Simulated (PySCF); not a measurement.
CH10O2Si3, SMILES C[Si](O)(O)[SiH2][SiH3], singlet at its GFN2-xTB optimised geometry (Å):

```
16

Si    -2.8781    -1.3939    -1.7173
Si    -1.8868    -0.2033     0.0000
Si     0.4125    -0.2033     0.0000
C      1.3104     1.0619    -1.0941
O      1.1338     0.0531     1.4495
O      0.6826    -1.7393    -0.5148
H     -2.3470    -1.0190    -3.0337
H     -2.6965    -2.8436    -1.6023
H     -4.3277    -1.1813    -1.8030
H     -2.3836     1.1873     0.0000
H     -2.3896    -0.7030     1.2999
H      2.3896     0.9920    -0.9861
H      1.0242     2.0755    -0.8355
H      1.0688     0.9080    -2.1417
H      0.8784    -0.4277     2.2313
H      1.5668    -2.0755    -0.6426
```

Calculation: PySCF with PBE0/def2-TZVP. Cells within 0.4 Å of a nucleus heavier than hydrogen are left out (blank, or x).

Map of the HOMO−1 amplitude (bohr^(-3/2)) on the plane z = 0.0 Å; orbital energy -8.57 eV, overall sign arbitrary:

```
|3333333333333333333333333333333|
|3333333333333333333333333333333|
|3333333333333333333333333333333|
|3333333333333333333333333333333|
|3333333333333333333333333333333|
|3333333333333333332222233333333|
|3333333333333333332222223333333|
|3333333333333333332222222333333|
|3333334443333333333222222233333|
|3333344544433333333332222233333|
|3333445665433333333333322233333|
|3333457975443333344433332233333|
|3333456775433333444443333333333|
|3333345665433333444443333333333|
|3333334544322223344443333333333|
|33333333xx211112xx4443333333333|
|32222222xxx00112xx3333333333333|
|2222211013000112322333333333333|
|2222110000000112222222233333333|
|2222110000001122221222222333333|
|2222211100112223321122222333333|
|3222221111122234442222222333333|
|3222222222222334443222222333333|
|3332222222223333443322222333333|
|3333322222223333333322222333333|
|3333333333333333333332223333333|
|3333333333333333333333333333333|
|3333333333333333333333333333333|
|3333333333333333333333333333333|
|3333333333333333333333333333333|
|3333333333333333333333333333333|
```
Scale: ten equal steps from -0.071 (start of '0') to 0.158 (end of '9'), in the order '0123456789'; x runs from -4.50 to 4.50, y from -4.50 (bottom) to 4.50 (top).
